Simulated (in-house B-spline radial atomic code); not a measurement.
# Ga5+: [Ar] 3d8

Level of theory: Dirac-Kohn-Sham PBE0, spherical fractional occupations, Fermi nucleus of rms radius 3.9973 fm; calculated with a B-spline radial code for spherical atoms.

Z_r = [3n² - l(l+1)]/(2<r>); Z_e = n√(-2ε); the last column is Slater's effective charge. Values are occupation-weighted means over j.

```
shell  electrons   ε (eV)  <r> (bohr)    Z_r    Z_e  Slater
   1s          2   -10371     0.04859  30.87  27.61   30.70
   2s          2  -1371.8      0.2173  27.61  20.08   26.85
   2p          6  -1204.8      0.1906  26.24  18.82   26.85
   3s          2  -240.98      0.6403  21.08  12.63   19.75
   3p          6  -189.43      0.6601  18.94  11.19   19.75
   3d          8     -104      0.7086  14.82   8.29   10.55
```

The least bound orbital is 3d5/2 at -103.8 eV, and it is also the most diffuse (<r> = 0.71 bohr).

Spin-orbit splittings of the orbital energies (j = l + 1/2 above j = l - 1/2 when positive): 2p 27.73 eV, 3p 3.87 eV, 3d 0.5515 eV.

For the 1s electron the small component carries 1.25 % of the norm, the zero-frequency Breit interaction raises the level by 14.64 eV, self-energy by 7.531 eV, and vacuum polarisation lowers it by 0.7122 eV.

The density falls to 0.001 bohr⁻³ at 2.215 bohr; Σ<r²> = 9.3487 bohr² gives, by the non-relativistic formula and without the paramagnetism of open shells, a Langevin diamagnetic susceptibility of -7.404×10⁻⁶ cm³/mol.

Caution: exact exchange at fractional occupations of open shells leaves self-interaction of up to several eV.
